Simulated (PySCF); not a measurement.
B3LYP has the VWN-RPA correlation part, as in Gaussian. 

# [Mo(=O)(OH)4] (charge 0, multiplicity 1)

All values below come from B3LYP-D3(BJ)/def2-TZVP // BP86-D3(BJ)/def2-SVP (PySCF 2.14.0).

The HOMO is -8.96 eV. The dipole moment is 1.16 D and the LUMO is -4.15 eV. The HOMO–LUMO gap comes out as 4.81 eV and the charge on the central atom (Mulliken) is 1.73 e. The total energy comes out as -12166.41 eV and the cost is roughly 3 core-minutes.

```xyz
10

Mo     0.2265    -0.0618    -0.1224
O     -1.0875    -0.5883     0.8031
O      1.6992     0.1604     1.0882
H      1.9683    -0.6413     1.5820
O      0.1526     1.8549    -0.1351
H      0.1738     2.2916     0.7412
O      1.1595    -1.6387    -0.6972
H      0.6306    -2.2778    -1.2179
O     -0.3896     0.0497    -1.9355
H     -1.1687     0.6227    -2.0895
```
Charge 0, spin multiplicity 1.
